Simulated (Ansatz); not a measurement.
Reaction (cleavage of the Si–Al bond): `N[SiH2][AlH][SeH]` + `OBF` → `N[SiH2]OBF` + `[AlH2][SeH]`

Calculated with Ansatz (gas phase, PBE0-D4/def2-TZVP geometries, no zero-point term in ΔE). CBS: MP2 limit from def2 TZ/QZ plus the TZ coupled-cluster correction, frozen cores. This one scheme is used for every species. Functionals use def2-TZVPP. For Se outer-core shells are correlated without core-valence functions, which leaves a few kJ/mol of doubt a bond. Scalar relativity is left out up to krypton. Each species was taken in one conformer, which may not be the lowest.

Q: Is it downhill or uphill in electronic energy at CCSD(T)/CBS, and by how much? (An estimate is asked.)

A: Computed: Downhill: ΔE = -113.9 kJ/mol.

Q: What do these levels give: PBE-D4, B2PLYP, PBE0, HF/def2-TZVPP, SCS-MP2/def2-TZVPP, CCSD/def2-TZVPP, HF/def2-QZVPP, MP2/def2-QZVPP, SCS-MP2/def2-QZVPP, HF/CBS(def2), MP2/CBS(def2), CCSD/CBS(def2)? (Best estimate.)

A: Ansatz gave: PBE-D4 -84.8, B2PLYP -118.9, PBE0 -96.1, HF/def2-TZVPP -141.1, SCS-MP2/def2-TZVPP -124.3, CCSD/def2-TZVPP -117.3, HF/def2-QZVPP -143.6, MP2/def2-QZVPP -121.9, SCS-MP2/def2-QZVPP -125.4, HF/CBS(def2) -143.9, MP2/CBS(def2) -121.3, CCSD/CBS(def2) -117.9 kJ/mol.

Largest T1 diagnostic among the species: 0.013.

In def2-TZVPP, CCSD(T) changes the Hartree–Fock value by +27.8 kJ/mol (the triples alone add +4.0 kJ/mol) and MP2 by +20.4 kJ/mol. From PBE to PBE0 (25 % exact exchange), in def2-TZVPP and without D4, ΔE moves by −9.6 kJ/mol.
